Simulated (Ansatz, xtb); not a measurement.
## Relative energy of two structures of CH6InSi−

Structure a: a singlet given by its coordinates. Structure b: a triplet given by its coordinates. Both are gas-phase species (loosely bound parts included), relaxed with r2SCAN-D4/def2-SVPD.

a (Å):

```xyz
9

C     0.2096    1.5837   -0.4752
In   -1.3914   -1.6322    1.1325
Si   -0.8024    0.1567   -1.3440
H     1.2115    1.6624   -0.9344
H     0.3346    1.4469    0.6104
H    -0.0991   -1.0711   -0.6412
H    -1.9687    0.0380   -0.2849
H    -0.4537   -0.3890    2.1842
H    -0.2903    2.5535   -0.6492
```

Close contacts (Å): C1–Si3 1.95, In2–Si3 3.11, C1–H4 1.10, C1–H5 1.10, C1–H9 1.10, In2–H6 2.27, In2–H7 2.27, In2–H8 1.88, Si3–H6 1.58, Si3–H7 1.58.

b (Å):

```xyz
9

C     1.9512    1.5627    0.6233
In    0.2070    0.2982    1.3961
Si    1.9269    1.6838   -1.2210
H     2.1484    0.3539   -1.8795
H     2.9878    2.5913   -1.8357
H     0.6312    2.2311   -1.7455
H     2.8826    1.0971    0.9846
H    -1.3929    1.0800    1.4416
H     1.8541    2.5482    1.1098
```

Close contacts (Å): C1–In2 2.29, C1–Si3 1.85, C1–H7 1.10, C1–H9 1.10, In2–H8 1.78, Si3–H4 1.50, Si3–H5 1.53, Si3–H6 1.50.

Task: Which of the two would you expect CCSD(T)/def2-SVPD + ΔMP2/def2-TZVPPD electronic energies to favour?

Result: Structure a; the calculation gives E(b) − E(a) = +1.020 eV.

Level by level:

| level | geometry | E(b) − E(a) (eV) | departure from the last row (eV) | job, with rough time for the two |
| --- | --- | --- | --- | --- |
| r2SCAN-D4/def2-SVPD | r2SCAN-D4/def2-SVPD | +0.884 | −0.136 | optimisation, 7 min |
| HF/def2-SVPD | r2SCAN-D4/def2-SVPD | +0.139 | −0.881 | part of the CCSD(T) run |
| MP2/def2-SVPD | r2SCAN-D4/def2-SVPD | +0.626 | −0.393 | part of the CCSD(T) run |
| CCSD(T)/def2-SVPD | r2SCAN-D4/def2-SVPD | +0.846 | −0.174 | single point |
| CCSD(T)/def2-SVPD + ΔMP2/def2-TZVPPD | r2SCAN-D4/def2-SVPD | +1.020 |  | single point, 3.2 min |

None of the levels shown reverses the order. The largest departure from CCSD(T)/def2-SVPD + ΔMP2/def2-TZVPPD is that of HF/def2-SVPD, 0.881 eV. At CCSD(T)/def2-SVPD + ΔMP2/def2-TZVPPD a singlet with the links of b lies below this triplet. Levels run at GFN2-xTB geometries aren't shown. The last row adds to CCSD(T) the change of the MP2 difference between the two basis sets, here +0.174 eV, a large step that makes the value less sure.

With harmonic frequencies from r2SCAN-D4/def2-SVPD (ideal gas, rigid rotor, one conformer each, 298.15 K, 1 atm): on the last row, ΔE + ΔZPE = +0.978, ΔH = +0.981, ΔG = +0.946 eV.

Open shells are spin-unrestricted. The correlated steps freeze 10 core orbitals; the filled d shell of In is correlated, in a basis made for valence electrons. Atoms past krypton carry core potentials in the def2 sets and no spin–orbit term is included. ΔG holds the spin degeneracy. Mirror images aren't counted in ΔG. Run with Ansatz 0.2.0; the last row on 2 threads of Intel(R) Xeon(R) Processor @ 2.50GHz (Skylake/Cascade Lake) on a shared host.
